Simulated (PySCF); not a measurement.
## C₆ coefficients of unlike pairs at PBE

Calculated with PySCF 2.14 from the dipole response of each species, C₆(A,B) = (3/π) ∫ α_A(iu) α_B(iu) du, in atomic units, from isotropic polarisabilities. For ions this is the dispersion term alone; charge-induced terms of lower order in 1/R come first.

| species | configuration | basis | relativity | α (bohr³) | C₆ (like pair) |
| --- | --- | --- | --- | --- | --- |
| Xe⁺ | [Kr] 4d10 5s2 5p5 (2P) | aug-cc-pVTZ-PP with ECP28MDF (6s5p4d2f) | core potential | 18.46 | 157.4 |
| W²⁺ | [Xe] 4f14 5d4 (5D) | def2-TZVPPD with the def2 core potential (60 electrons) (6s5p3d2f1g) | core potential | 12.93 | 77.31 |
| Ar³⁺ | [Ne] 3s2 3p3 (4S) | aug-cc-pVDZ-DK (5s4p2d) | spin-free X2C | 3.499 | 9.491 |
| Ba²⁺ | [Xe] (1S) | aug-cc-pVTZ-X2C (9s8p6d3f) | spin-free X2C | 10.57 | 74.64 |

Q: Estimate C₆ for Ba²⁺ with Ar³⁺.

A: The integral gives 26.54. The combination rule 2 C_A C_B / (C_A α_B/α_A + C_B α_A/α_B) gives 26.54 and the geometric mean 26.62.

No spin-orbit coupling is included.

The other pairs:

| pair | C₆ |
| --- | --- |
| Ba²⁺, W²⁺ | 75.52 |
| W²⁺, Xe⁺ | 109.6 |
| Ar³⁺, Xe⁺ | 37.58 |
| Ar³⁺, W²⁺ | 26.74 |
| Ba²⁺, Xe⁺ | 106.8 |
